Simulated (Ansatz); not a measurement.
Energy needed to pull apart BH$_{2}$O$_{2}$F (SMILES OB(O)F), closed shell, into free ground-state atoms, from the structure below (displaced at random from its PBE0-D4/def2-TZVP minimum); no zero-point or spin–orbit terms; open-shell atoms are treated unrestricted, in their ground-state multiplicity.

| atom | x (Å) | y (Å) | z (Å) |
| --- | --- | --- | --- |
| O1 | -0.5506 | 0.9589 | -0.2147 |
| B2 | -0.0748 | -0.2862 | -0.0669 |
| O3 | 0.8872 | -0.6471 | 0.6558 |
| F4 | -0.5215 | -1.1866 | -0.7713 |
| H5 | -1.1826 | 0.9797 | -0.7205 |
| H6 | 1.0603 | 0.2122 | 1.3861 |

Computed with Ansatz 0.2.0 (basis: def2-TZVPP); correlated methods freeze the cores.

```json
{"method": "PBE-D4", "atomization energy (kcal/mol)": "608.2"}
{"method": "r2SCAN-D4", "atomization energy (kcal/mol)": "?"}
{"method": "PBE0-D4", "atomization energy (kcal/mol)": "591.3"}
{"method": "wB97M-V", "atomization energy (kcal/mol)": "596.4"}
{"method": "HF", "atomization energy (kcal/mol)": "?"}
{"method": "MP2", "atomization energy (kcal/mol)": "603.4"}
{"method": "CCSD", "atomization energy (kcal/mol)": "567.5"}
{"method": "CCSD(T)", "atomization energy (kcal/mol)": "577.3"}
```

Problem. What does HF give? (An estimate is asked for; the value comes from the calculation.)

Solution. Computed: 421.2 kcal/mol, which is about 156.1 kcal/mol less than CCSD(T)/def2-TZVPP.

Problem. What does r2SCAN-D4 give? (An estimate is asked for; the value comes from the calculation.)

Solution. By the calculation: 598.2 kcal/mol, which is about 20.9 kcal/mol more than CCSD(T)/def2-TZVPP.

In triple zeta the MP2 and coupled-cluster atomization energies are still short of their basis limit by a few kcal/mol a bond, whereas those of the functionals are nearly converged, so these differences are not deviations from converged CCSD(T).

T1 diagnostic: at most 0.011.

For scale, one of the runs: CCSD(T)/def2-TZVPP forces, 152 basis functions (an equivalent command: `ansatz run in.yaml --threads 2`). Hardware: 2 CPU threads, shared host. Wall time 3.1 min; peak host memory 1.9 GiB.
